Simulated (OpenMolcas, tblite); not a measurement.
# GeHF3 (SMILES [F][GeH]([F])[F]): the vertical electron affinity, rung by rung

GeHF3: 5 atoms, total charge 0, spin state singlet. SMILES: `[F][GeH]([F])[F]`. The shape is that of a PBE0-D4/def2-TZVP optimisation.

```xyz
5

F    -0.2498   -0.7341    1.4830
Ge    0.0956   -0.0087   -0.0233
F    -0.6731    1.5157   -0.0113
F    -0.7081   -0.9440   -1.2040
H     1.5852    0.0973   -0.2857
```

Each level gives the vertical electron affinity (to the doublet anion) (eV). The values are calculated.

The electron affinity is E(neutral) − E(anion): positive where the electron is bound.

| level | kind | program | value (eV) | CPU time (all runs) |
| --- | --- | --- | --- | --- |
| GFN2-xTB | semi-empirical | tblite | 1.43 | under 2 s |
| HF/aug-cc-pVDZ | Hartree–Fock | OpenMolcas | -1.06 | 53 s |
| SVWN5/aug-cc-pVDZ | LDA | OpenMolcas | -0.31 | 78 s |
| revPBE/aug-cc-pVDZ | GGA | OpenMolcas | -0.48 | 2 min |
| M06-L/aug-cc-pVDZ | meta-GGA | OpenMolcas | -0.83 | 2.6 min |
| r2SCAN/aug-cc-pVDZ | meta-GGA | OpenMolcas | -0.59 | 2.4 min |
| PBE0/aug-cc-pVDZ | global hybrid | OpenMolcas | -0.60 | 98 s |

All-electron rows without a relativistic Hamiltonian named are non-relativistic. Where it was recorded, the anion's HOMO is positive in HF/aug-cc-pVDZ, SVWN5/aug-cc-pVDZ, revPBE/aug-cc-pVDZ, M06-L/aug-cc-pVDZ, r2SCAN/aug-cc-pVDZ, PBE0/aug-cc-pVDZ: a fault of the level (basis or self-interaction), which says nothing on whether the real anion is bound. The values span -1.06 to 1.43 eV. The xTB values lack the empirical shift that such differences need. Negative values mean that the anion is unbound at that level; they are set by how diffuse the basis is and aren't properties of the molecule, whose anion may well be bound. Times are those of the runs behind each value, whatever else they computed, on shared processors of several kinds: orders of magnitude only.
